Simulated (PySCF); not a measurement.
Si(H)2(NH2)2 (H6N2Si), SMILES [SiH2](N)N. The structure is a stationary point at PBE0-D3(BJ)/def2-TZVP. Other conformers were not sampled.

Method: PBE0-D3(BJ)/def2-TZVP in PySCF.

Harmonic wavenumbers (cm⁻¹): 206, 252, 334, 349, 422, 599, 682, 814, 821, 890, 901, 981, 987, 1574, 1577, 2175, 2191, 3613, 3614, 3712, 3713. Rotational constants (GHz): 20.22, 6.888, 5.628; symmetry number 2.

### Question
Work out the zero-point energy and the ideal-gas rigid-rotor harmonic-oscillator thermochemistry at 298.15 K and 1 atm.

### Answer
ZPE = ½ Σ hcν = ½ × 30408 cm⁻¹ = 43.47 kcal/mol. H − E(el) = 47.53 kcal/mol. Entropy in cal/(mol K): translation 38.30, rotation 22.15, vibration 8.75, total 69.21. G − E(el) = 26.89 kcal/mol. Cp = 21.22 cal/(mol K).
